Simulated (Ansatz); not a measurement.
CH4N2S, SMILES NC(=S)N (connectivity only; charge and spin as stated), charge +1, multiplicity 2.

Coordinates come from a B3LYP-D3(BJ)/def2-SVP optimisation. A frequency run showed that this geometry is not a minimum. The spin state was assumed, not searched. Other conformers were not sampled.

Two levels are set side by side: PBE/def2-SVPD (Ansatz, a program for electronic structure) and CAM-B3LYP/def2-SVPD (Ansatz). Energy differences of separate SCF runs at the same geometry; the states with an electron removed or added have multiplicity 3 and 1. Differences are taken from unrounded values.

```
quantity                         CAM-B3LYP
-------------------------------  ---------
vertical ionisation energy (eV)      15.62
vertical electron affinity (eV)       8.04
```

### Question
What does PBE give, and how far is it from CAM-B3LYP? (An estimate is asked for; the answer gives what the named calculation found.)

### Answer

```csv
quantity,PBE,PBE minus CAM-B3LYP
vertical ionisation energy (eV),15.37,-0.24
vertical electron affinity (eV),8.05,0.01
```

On these quantities the two levels nearly agree.
